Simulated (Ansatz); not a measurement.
Q: Name a neutral molecule of C, Cl, Ge, O and H with LUMO energy (B3LYP/def2-TZVPP) between -0.35 and -0.05 eV and HOMO–LUMO gap (ωB97M-V/def2-TZVPP) between 12.00 and 12.30 eV (Ansatz, PBE0-D4/def2-TZVP geometry).

A: `O[CH](Cl)[GeH3]` (-0.08 eV, 12.19 eV); `[OH][GeH2][CH2]Cl` (-0.24 eV, 12.18 eV). Other molecules can fit too; these were computed, each in one conformer that needn't be the lowest.

B3LYP here is the variant with VWN-RPA as its local correlation; programs differ in this.
